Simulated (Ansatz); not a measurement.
Ansatz (an electronic-structure program) input (LC-wPBE/def2-TZVPD):

Ansatz 0.2 input:
```yaml
crystal:
  periodic: [false, false, false]
  atoms:
    - {symbol: Zr, position_ang: [0.00000000, 0.00000000, 0.00000000]}
    - {symbol: I, position_ang: [-2.13129744, -1.64459628, -0.25418275]}
    - {symbol: I, position_ang: [-0.01411285, 2.42585869, -1.19446431]}
    - {symbol: I, position_ang: [2.14541029, -0.78126241, 1.44864706]}
basis:
  gaussian:
    orbitals: def2-TZVPD
hamiltonian:
  xc: {name: LC-wPBE}
magnetization: {spin_polarized: true, initial_magnetization: 1}
output: {forces: true}
```

End of the output:

```
mean field evaluation 1: about -25589.2283 eV, gradient 1.5e1 eV
mean field evaluation 2: about -25588.2106 eV, gradient 2.6e1 eV
mean field evaluation 4: about -25591.5840 eV, gradient 1.3e0 eV
mean field evaluation 8: about -25591.6274 eV, gradient 6.0e-2 eV
mean field evaluation 16: about -25591.6046 eV, gradient 9.2e-4 eV
mean field evaluation 32: about -25591.2825 eV, gradient 2.8e0 eV
mean field -25591.60461835 eV, -940.4741231118 hartree, gradient 2.8e-5 eV, S^2 0.756096; 3 other end points of the search recorded, 0 dependent functions left out
the calculation of the forces begins
reference -25591.60461841 eV, -940.4741231141 hartree; 44, 43 occupied and 173, 174 virtual orbitals, 1563 factors
Total energy: -25591.60461841 eV, -940.4741231141 hartree
Atom 0 at     0.000000     0.000000     0.000000 Å, force    -0.000047    -0.000036    -0.000006 eV/Å
Atom 1 at    -2.131297    -1.644596    -0.254183 Å, force     0.210484     0.162418     0.025103 eV/Å
Atom 2 at    -0.014113     2.425859    -1.194464 Å, force     0.001425    -0.239568     0.117976 eV/Å
Atom 3 at     2.145410    -0.781262     1.448647 Å, force    -0.211862     0.077186    -0.143073 eV/Å
Dipole moment:    -0.000000    -0.000000    -0.000000 e Å
```

The spin state was set by rule; other spins were not relaxed.
